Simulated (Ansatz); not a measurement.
This geometry of AsH3 + BF2HO (9 atoms, charge 0, multiplicity 1) is a first-order saddle point.

The calculation used RKS PBE-D4/def2-SVP in Ansatz 0.2.0.

```xyz
9
Properties=species:S:1:pos:R:3
B -0.594 -0.770 0.205
O -1.272 0.608 0.253
F -0.926 -1.460 -0.915
F -0.643 -1.397 1.395
H -0.025 0.722 0.066
As 1.645 -0.183 -0.071
H -1.701 0.759 -0.616
H 1.874 0.940 0.955
H 1.641 0.781 -1.271
```

(1) Which two structures does it join? (They come from a converged band through this point; their orientation in space is the band's.)

(2) How far does it lie above each of them?

Results:

(1) Bonds broken: H5–As6. Bonds formed: B1–As6, O2–H5. AsH3 + BF2HO becomes AsBF2H4O.

Initial state:

```xyz
9
Properties=species:S:1:pos:R:3
B -1.323 -0.904 0.313
O -1.941 0.303 0.336
F -1.498 -1.779 -0.685
F -0.519 -1.241 1.319
H 0.689 0.923 -0.468
As 2.024 0.161 -0.348
H -2.486 0.447 -0.459
H 2.280 0.777 1.038
H 2.775 1.313 -1.044
```

Final state:

```xyz
9
Properties=species:S:1:pos:R:3
B -0.270 -0.846 0.207
O -1.111 0.715 0.192
F -0.873 -1.440 -0.876
F -0.609 -1.363 1.412
H -0.425 1.321 -0.167
As 1.771 -0.379 -0.057
H -1.775 0.611 -0.525
H 1.777 0.739 1.006
H 1.514 0.641 -1.192
```

(2) 1.60 eV above the first and 0.66 eV above the second. This is the barrier of this one path; another mechanism may lie lower. The orbitals stay closed-shell, which can raise the energy where a bond breaks towards radicals; this wasn't checked here.

The run took 3 min on 2 threads of Arm Neoverse V2, on a shared host, peak memory 0.14 GiB.
